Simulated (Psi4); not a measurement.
C₃H₉N, charge -1, doublet, at the geometry of the source list (a state made from the parent by changing its charge; the spin is typed, not shown lowest) (a gas-phase anion, which may not be bound at this level); CCSD(T)/STO-3G run with Psi4.

The Psi4 input:
```
memory 2 GB

molecule {
-1 2
C    -0.61420000    1.11590000    0.56410000
C    -0.09010000    0.02020000   -0.36040000
C     1.35060000   -0.34120000   -0.00900000
N    -0.92020000   -1.16670000   -0.18850000
H     0.00310000    2.00670000    0.48570000
H    -0.60020000    0.76100000    1.59070000
H    -1.63700000    1.37810000    0.30330000
H    -0.11220000    0.39990000   -1.40170000
H     1.72360000   -1.11430000   -0.67700000
H     1.39180000   -0.71630000    1.00970000
H     1.99300000    0.53090000   -0.09460000
H    -0.60270000   -1.91270000   -0.79820000
H    -1.88540000   -0.96140000   -0.42410000
}

set {
  basis sto-3g
  reference uhf
}

energy('ccsd(t)')
print_variables()
```

Q: Predict the main parts of the log of this Psi4 run.

A: 
```
   => Loading Basis Set <=

    Name: STO-3G
    Role: ORBITAL
    Keyword: BASIS

         ---------------------------------------------------------
                                   SCF
               by Justin Turney, Rob Parrish, Andy Simmonett
                          and Daniel G. A. Smith
                              UHF Reference
         ---------------------------------------------------------

  ==> Geometry <==

    Molecular point group: c1
    Full point group: C1

    Geometry (in Angstrom), charge = -1, multiplicity = 2:

       Center              X                  Y                   Z               Mass
    ------------   -----------------  -----------------  -----------------  -----------------
         C           -0.532033128255     1.224642099049     0.569338016517    12.000000000000
         C           -0.007933128255     0.128942099049    -0.355161983483    12.000000000000
         C            1.432766871745    -0.232457900951    -0.003761983483    12.000000000000
         N           -0.838033128255    -1.057957900951    -0.183261983483    14.003074004430
         H            0.085266871745     2.115442099049     0.490938016517     1.007825032230
         H           -0.518033128255     0.869742099049     1.595938016517     1.007825032230
         H           -1.554833128255     1.486842099049     0.308538016517     1.007825032230
         H           -0.030033128255     0.508642099049    -1.396461983483     1.007825032230
         H            1.805766871745    -1.005557900951    -0.671761983483     1.007825032230
         H            1.473966871745    -0.607557900951     1.014938016517     1.007825032230
         H            2.075166871745     0.639642099049    -0.089361983483     1.007825032230
         H           -0.520533128255    -1.803957900951    -0.792961983483     1.007825032230
         H           -1.803233128255    -0.852657900951    -0.418861983483     1.007825032230

  Running in c1 symmetry.

  Rotational constants: A =      0.28080  B =      0.26822  C =      0.15709 [cm^-1]
  Rotational constants: A =   8418.29458  B =   8040.95696  C =   4709.37149 [MHz]
  Nuclear repulsion =  136.088350185312493

  Charge       = -1
  Multiplicity = 2
  Electrons    = 35
  Nalpha       = 18
  Nbeta        = 17

  ==> Algorithm <==

  SCF Algorithm Type is PK.
  DIIS enabled.
  MOM disabled.
  Fractional occupation disabled.
  Guess Type is SAD.
  Energy threshold   = 1.00e-08
  Density threshold  = 1.00e-08
[...]
  @UHF Final Energy:  -170.63961760359103
    Total Energy =                       -170.6396176035910344
[...]
     11  11   5   4        -0.0209497661
     17  15   3  11        -0.0204232438
     12  12   7   7        -0.0200631192
     17  15   2   1         0.0200085422

    SCF energy       (wfn)                    = -170.639617603591034
    Reference energy (file100)                = -170.639617603591432

    Opposite-spin MP2 correlation energy      =   -0.178095476508785
    Same-spin MP2 correlation energy          =   -0.025279864924872
    Singles MP2 correlation energy            =   -0.000000000000000
    MP2 correlation energy                    =   -0.203375341433658
      * MP2 total energy                      = -170.842992945025088

    Opposite-spin CCSD correlation energy     =   -0.247199538677332
    Same-spin CCSD correlation energy         =   -0.024105214413621
    Singles CCSD correlation energy           =    0.000000000000000
    CCSD correlation energy                   =   -0.271304753090953
      * CCSD total energy                     = -170.910922356682391

            **************************
            *                        *
            *        CCTRIPLES       *
            *                        *
            **************************

    Wave function   =    CCSD_T
    Reference wfn   =      UHF

    Nuclear Rep. energy (wfn)                =  136.088350185312493
    SCF energy          (wfn)                = -170.639617603591034
    Reference energy    (file100)            = -170.639617603591432
    CCSD energy         (file100)            =   -0.271304753090953
    Total CCSD energy   (file100)            = -170.910922356682391

    Number of ijk index combinations:
    Spin Case AAA:                                 816
    Spin Case BBB:                                 680
    Spin Case AAB:                                2601
    Spin Case ABB:                                2448
    AAA (T) energy                             =   -0.000095989330781
    BBB (T) energy                             =   -0.000019277236294
    AAB (T) energy                             =   -0.001598721187741
    ABB (T) energy                             =   -0.001521210158135
    (T) energy                                   =   -0.003235197912951
      * CCSD(T) total energy                     = -170.914157554595334

  Variable Map:
  ----------------------------------------------------------------------------
[...]
  Array Variable Map:
  ----------------------------------------------------------------------------
[...]
[...]
```
